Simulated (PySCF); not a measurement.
H3S (SMILES [SH3+]), charge +1, singlet, at a GFN2-xTB geometry. Base run: MP2/pcseg-1 (PySCF).

The PySCF input:
```python
from pyscf import gto, scf, mp

mol = gto.M(
    atom='''
S     0.10558214   -0.00190789    0.04613646
H    -0.31822157    0.99705449   -0.76565970
H    -0.35082551   -0.98045104   -0.77282250
H    -1.02026722    0.01392277    0.80029891
''',
    basis='pcseg-1',
    charge=1,
    verbose=4,
)

mf = scf.RHF(mol)
mf.kernel()

pt = mp.MP2(mf)
pt.kernel()
print('E(MP2) = %.10f' % pt.e_tot)
```

Variants of this job, named by their change:

```json
[
 {"change": "base", "ΔE vs base (mEh)": "0.000", "MP2 correlation (Eh)": "-0.14692", "basis functions": "33"},
 {"change": "frozen = 4", "ΔE vs base (mEh)": "5.744", "MP2 correlation (Eh)": "-0.14118", "basis functions": "33"},
 {"change": "method = cisd", "ΔE vs base (mEh)": "-17.269", "MP2 correlation (Eh)": "-", "basis functions": "33"},
 {"change": "frozen = 6", "ΔE vs base (mEh)": "47.447", "MP2 correlation (Eh)": "-0.09947", "basis functions": "33"},
 {"change": "frozen = 5", "ΔE vs base (mEh)": "6.921", "MP2 correlation (Eh)": "-0.14000", "basis functions": "33"},
 {"change": "cart = on", "ΔE vs base (mEh)": "-7.963", "MP2 correlation (Eh)": "-0.15189", "basis functions": "34"},
 {"change": "method = ccsd", "ΔE vs base (mEh)": "(withheld)", "MP2 correlation (Eh)": "-0.14692", "basis functions": "33"},
 {"change": "method = ccsd(t)", "ΔE vs base (mEh)": "(withheld)", "MP2 correlation (Eh)": "-0.14692", "basis functions": "33"},
 {"change": "density fitting = JK and correlation", "ΔE vs base (mEh)": "0.119", "MP2 correlation (Eh)": "-0.14681", "basis functions": "33"}
]
```

### Question
Some entries are withheld; supply them.

### Answer

- method = ccsd, ΔE vs base (mEh): -25.072
- method = ccsd(t), ΔE vs base (mEh): -28.813
